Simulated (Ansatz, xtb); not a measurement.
## Relaxing a trial structure of CH4NSn+

The starting geometry of this gas-phase singlet was built from a drawn formula by distance geometry and a force field; its bonds are those of `[H]/[N]=[SnH]\[CH2+]`.

```xyz
7

C    -1.4829    0.5973   -0.3469
N     1.7509   -0.3074    0.4063
Sn   -0.0083    0.0431    0.9778
H    -1.2879    0.7677   -1.4360
H    -2.5127    0.8565   -0.0017
H    -0.3718   -0.0741    2.7296
H     1.9181   -0.2233   -0.6206
```

Task: Predict what it relaxes into with r2SCAN-D4/def2-SVP.

Result: It keeps its bonds, and is `[H]/[N]=[SnH]\[CH2+]`.

The energy falls by 0.22 eV over 7 steps:

```tsv
step	E − E(last) (eV)
1	0.221
2	0.044
3	0.008
4	0.006
5	0.000
6	0.000
7	0.000
```

Final geometry (Å):

```xyz
7

C    -1.4777    0.6395   -0.3240
N     1.8039   -0.3566    0.3756
Sn    0.0044    0.0683    1.0615
H    -1.2484    0.7512   -1.3945
H    -2.5300    0.8158   -0.0522
H    -0.3997   -0.0631    2.6906
H     1.8530   -0.1953   -0.6486
```

From the same start GFN2-xTB ends elsewhere, at `C=[NH+][SnH]`.

No frequencies were run, so the end isn't proven a minimum. Atoms past krypton carry core potentials, without spin–orbit terms. Run with Ansatz 0.2.0, 42 s on 1 thread of Intel(R) Xeon(R) Processor @ 2.50GHz (Skylake/Cascade Lake), with other jobs on the host.
